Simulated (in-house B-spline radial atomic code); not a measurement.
## Ionising Cu VI (Cu5+) with different functionals

Computed with a B-spline radial code for spherical atoms: non-relativistic Hamiltonian, point nucleus, spin-polarised at highest spin, spherical fractional occupations for the functionals, the average over the highest-spin determinants for Hartree-Fock. The ionisation energy is the difference of two self-consistent energies, [Ar] 3d6 → [Ar] 3d5, without Breit or QED terms; ε is the level of the shell that loses the electron (its least bound occupied spin orbital).

Hybrids are left out here: with spherical fractional occupations of an open shell their exact exchange keeps a self-interaction that integer-occupation calculations don't have.

| method | rung | ΔSCF (eV) | -ε(3d) (eV) |
| --- | --- | --- | --- |
| Hartree-Fock | Hartree-Fock | 102.35 | 105.06 |
| LDA VWN5 | LDA | 105.48 | 92.99 |
| LDA PW92 | LDA | 105.47 | 92.98 |
| LDA exchange-only | LDA | 102.97 | 90.60 |
| PBE | GGA | 104.99 | 92.52 |
| PBEsol | GGA | 104.95 | 92.49 |
| BLYP | GGA | 105.00 | 92.50 |
| RPBE | GGA | 104.84 | 92.39 |
| PW91 | GGA | ? | ? |
| BP86 | GGA | 105.16 | 92.67 |
| AM05 | GGA | 104.98 | 92.52 |
| OLYP | GGA | 105.03 | 92.60 |
| TPSS | meta-GGA | 104.66 | 92.25 |
| SCAN | meta-GGA | 103.63 | 91.48 |
| r2SCAN | meta-GGA | ? | ? |
| M06-L | meta-GGA | 103.63 | 91.40 |
| revTPSS | meta-GGA | 104.33 | 91.97 |

Q: What does PW91 give?

A: ΔSCF 105.19 eV, and -ε(3d) = 92.71 eV.

Q: What does r2SCAN give?

A: ΔSCF 103.73 eV, and -ε(3d) = 91.59 eV.

Q: How do they compare with the NIST value?

A: NIST lists 103 eV ± 1 (semi-empirical, ground level to ground level). Errors run from -0.65 to +2.48 eV; SCAN is closest (+0.63 eV), though others lie within the uncertainty of it, and part of that can be cancellation, since the calculations leave out relativity, Breit-QED terms, multiplet and fine-structure energies. Hartree-Fock also lacks correlation.
